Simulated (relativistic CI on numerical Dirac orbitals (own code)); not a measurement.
# Mo⁺: 3d photoemission

Computed with this model: Dirac-Coulomb-Breit CI, separate exchange-only KLI orbitals for each configuration, model QED (radiative potential, 1s self-energy scaled to tabulated hydrogen-like ionisation energies), multiplet model of photoemission in the sudden approximation, unscaled Slater integrals; configurations [Kr] 4d5 → [Ar] 3d9 4s2 4p6 4d5; 300 K; Lorentzian 0.3 eV and Gaussian 0.5 eV FWHM. Energies are those of the free ion, without screening or charge transfer. The energies are binding energies and can lie tens of eV above those of solids. S is read from ⟨S²⟩ = S(S + 1).

Field parameters in Wybourne normalisation: D3d B²₀ = −7Dσ, B⁴₀ = −14Dq − 21Dτ, B⁴₃ = −14√(10/7) Dq. The field is a parameter set, without covalency.

Computed curve for free ion, scaled to 100 at the maximum (points under 2 are left out and the grid is thinned):

Energy (eV), Intensity and a bar:
```
    239.1        2.1 
    239.4        2.9 
    239.6        3.9 #
    239.9        7.1 ##
    240.1       12.6 ###
    240.4       38.3 ###########
    240.6       69.0 #####################
    240.9       98.5 ##############################
    241.1       98.6 ##############################
    241.4       84.3 ##########################
    241.6       67.5 ####################
    241.9       35.3 ##########
    242.1       18.9 #####
    242.4        8.2 ##
    242.6        6.2 #
    242.9        5.7 #
    243.1        6.8 #
    243.4       14.2 ####
    243.6       28.9 ########
    243.9       64.9 ####################
    244.1       77.2 #######################
    244.4       56.5 #################
    244.6       33.3 ##########
    244.9       14.0 ####
    245.1        9.4 ##
    245.4        7.4 ##
    245.6        8.9 ##
    245.9       11.3 ###
    246.1        9.9 ##
    246.4        5.2 #
    246.6        3.4 
    246.9        2.4 
    247.1        2.2 
    250.3        2.4 
    250.5        3.2 
    250.8        6.9 ##
    251.0       10.7 ###
    251.3       10.7 ###
    251.5        6.7 #
    251.8        2.5
```

The ground state has S = 2.50, and the centroid lies at 242.89 eV.
